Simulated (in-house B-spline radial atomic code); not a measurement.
The numbers below are computed, except where a source is named.
Sn ion on C atom: potential, deflection and energy transfer

The pair potential comes from two frozen, spherical free-atom densities (PBE, B-spline radial code, scalar-relativistic past argon): electrostatics plus the change in Thomas-Fermi kinetic and Dirac exchange energy where they overlap, the recipe behind the universal ZBL potential, which averages such potentials (from solid-state densities) over many pairs. It is written V = (Z1 Z2 e²/r) φ(r/a), with e² = 14.3996 eV·Å and a = 0.46850 Å/(Z1^0.23 + Z2^0.23); ZBL's fit is φ = 0.18175 e^(−3.1998x) + 0.50986 e^(−0.94229x) + 0.28022 e^(−0.4029x) + 0.02817 e^(−0.20162x). Where φ falls below 4e-4 it is continued as an exponential.

Masses 118.71 and 12.01 u.

```tsv
x = r/a	φ, this pair	φ, ZBL
0.1	0.8829	0.8928
0.25	0.7581	0.7647
0.5	0.6075	0.6096
1	0.4181	0.4164
1.5	0.302	0.2995
2	0.227	0.2218
3	0.1364	0.1292
4	0.08716	0.08026
5	0.05698	0.05224
6.5	0.0316	0.02914
8	0.01893	0.01705
10	0.01012	0.008778
12	0.005415	0.00474
14.5	0.002466	0.002328
17	0.001133	0.001212
```

(1) At x = 3 the electrostatic, kinetic and exchange parts are 866.72, 872.13 and -74.68 eV. Find r, V and φ.

(2) The ion comes in at 398.3 keV with impact parameter 0.5902 Å. The scattering integral gives a centre-of-mass angle of 1.329° and a closest approach of 5.028 a. What are the reduced energy, the energy passed on and the laboratory angles?

Answers

(1) a = 0.46850/(2.4590 + 1.5100) = 0.11804 Å, so r = 0.35412 Å. V = 866.72 + 872.13 + (-74.68) = 1664.17 eV. The bare repulsion is 50 × 6 × 14.3996/0.35412 = 12199 eV, so φ = 0.1364, +5.5 % against ZBL's 0.1292. The kinetic (Pauli) term is 52 % of V here.

(2) ε = E a M2/(Z1 Z2 e² (M1 + M2)) = 398300 × 2.5105e-06 = 1. The most that one collision can pass on is γE with γ = 4 M1 M2/(M1 + M2)² = 0.3337. Here T = γE sin²(θ/2) = 0.3337 × 398300 × 0.0001346 = 17.89 eV. The ion turns by arctan(sin θ/(cos θ + M1/M2)) = 0.1°, and the struck atom leaves at (180° − θ)/2 = 89.3°. The closest approach is 0.594 Å. With ZBL the angle would be 1.22° and T = 14.98 eV.
